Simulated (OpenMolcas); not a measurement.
# Ba I: effect of the active space

```yaml
Program: OpenMolcas 26.06
Method: XMS-CASPT2, IPEA 0.25 Eh, imaginary shift 0.1 Eh
Basis: ANO-RCC-VTZP
Scalar_Hamiltonian: DKH2, point nucleus
Spin-orbit_coupling: RASSI with atomic mean-field integrals over the reference wave functions, term energies averaged over their components
```

A. 2 electrons in 4 orbitals (6s 6p); 2S+1 = 3 even, 3 roots; 2S+1 = 1 even, 6 roots; 2S+1 = 3 odd, 3 roots; 2S+1 = 1 odd, 3 roots; closed shells correlated: 5s 5p; CASPT2 step about 3 core-seconds
B. 2 electrons in 8 orbitals (6s 6p 7s 7p); 2S+1 = 3 even, 1 root; 2S+1 = 1 even, 7 roots; 2S+1 = 3 odd, 3 roots; 2S+1 = 1 odd, 3 roots; closed shells correlated: 5s 5p; CASPT2 step of the order of 7 core-seconds
C. 2 electrons in 9 orbitals (5d 6s 6p); 2S+1 = 3 even, 18 roots; 2S+1 = 1 even, 21 roots; 2S+1 = 3 odd, 18 roots; 2S+1 = 1 odd, 18 roots; closed shells correlated: 5s 5p; CASPT2 step of the order of 60 core-seconds

Energies in cm-1 above 6s2 1S0, the measured ground level; measured values from NIST Handbook of Basic Atomic Spectroscopic Data.

```csv
Level,A,B,C,Measured
6s2 1S0,0.0,0.0,0.0,0.0
6s 6p 3P* 0,12370,12230,12730,12266
6s 6p 3P* 1,12640,12490,12920,12637
6s 6p 3P* 2,13180,13040,13330,13515
6s 6p 1P* 1,21520,20800,18470,18060
```

Deviations, from unrounded energies. A percentage is the sum of absolute deviations over the sum of measured energies, with the sign that they share, or ± where signs differ.

| Against measurement | Levels | A | B | C |
| --- | --- | --- | --- | --- |
| mean absolute deviation (cm-1) | 4 | 980 | 850 | 340 |
| other configurations (%) | 4 | ±6.9 | ±6.0 | ±2.4 |

C lies closest to measurement on these levels and A furthest from it. The largest miss of C in the table is 6s 6p 3P* 0, by +460 cm-1. The ranking rests on the paired levels alone, and a cruder setting can come out closer through cancelling errors.

Among A to C the level of the table that moves most is 6s 6p 1P* 1, by 3000 cm-1 (lowest in C, highest in A). Moves below CASPT2's spread within the term are not significant.

CASPT2 does not keep the components of a term degenerate, so their means are used; among the terms shown or strongly mixed into the levels shown the widest spread is 24 cm-1 (6s 6p 1P*, A). The run also gave levels led by 6s 7s, which use shells meant for correlation; these and all levels above them are left out (holds for B). Measured partners are found by configuration, term and J. A level has none where our copy of the source lacks it or the pairing is in doubt (some pairs that miss far off the trend of their configuration count as doubtful), and it then counts in no deviation. Levels of configurations outside the active space are missing. The table leaves out levels that lie high or whose names do not pair safely across all columns.

* marks odd parity.
